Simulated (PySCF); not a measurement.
Structure problem from calculated spectra and properties.

Elements present: C, Cl, H and Si. Monoisotopic mass: 171.9070 u.

- 1H NMR: chemical shifts (computed TMS as zero) by class: 5.15 (1 H), 5.10 (2 H) ppm [GIAO PBE0/pcSseg-1]
- Rotational structure: rotational constants A, B, C: 1.402, 0.848, 0.812 GHz [PBE0-D3(BJ)/def2-SVP]
- Dipole: 2.64 D [PBE0/pcSseg-1]
- NMR, other nuclei: isotropic shieldings of nuclei other than C and H, by class: 329 (1 Si), 803 (3 Cl) ppm [GIAO PBE0/pcSseg-1]
- 13C NMR: chemical shifts (computed TMS as zero) by class: 228.9 (1 C), 85.8 (1 C), 78.7 (1 C) ppm [GIAO PBE0/pcSseg-1]

The electronic properties come from PySCF, for the isolated species, density fitting. Levels stand in brackets. Isolated species at its PBE0-D3(BJ)/def2-SVP geometry, gas phase. NMR classes are plain means over equivalent atoms (diastereotopic ones count apart unless rotation or inversion swaps them), as if these changed places fast.

Question: Which formula fits the mass and the elements?

Answer: C3H3Cl3Si (calculated 171.9070). No other formula that holds each of these elements comes within 0.0003 u with a fitting electron parity and a possible valence count.

Question: Propose a structure and show how it fits.

Answer: Numbering: `[CH2:1]=[C:2]=[CH:3][Si:4]([Cl:5])([Cl:6])[Cl:7]`. Its formula, C3H3Cl3Si, gives 2 degrees of unsaturation: 0 rings and 2 π bonds in the structure found. 3 carbons fall into 3 classes; from least to most shielded: central carbon of cumulated double bonds [C2] (228.9 ppm), outer carbon of cumulated double bonds [C3] (85.8 ppm), outer carbon of cumulated double bonds [C1] (78.7 ppm). Hydrogen classes from least to most shielded: 1 H on an outer carbon of cumulated double bonds, C3 (5.15 ppm), 2 H on an outer carbon of cumulated double bonds, C1 (5.10 ppm). The other shieldings belong to: 329 ppm, chlorine-bound silicon [Si4]; 803 ppm, silicon-bound chlorine [Cl5/Cl6/Cl7]. By its constants the optimised geometry is an asymmetric top. Structure: `C=C=C[Si](Cl)(Cl)Cl`. The assignments are read from this structure; whether some other isomer fits the data as well wasn't checked.

Shape of the structure used: `[CH2:1]=[C:2]=[CH:3][Si:4]([Cl:5])([Cl:6])[Cl:7]`: C2–C3–Si4–Cl5 -112°.
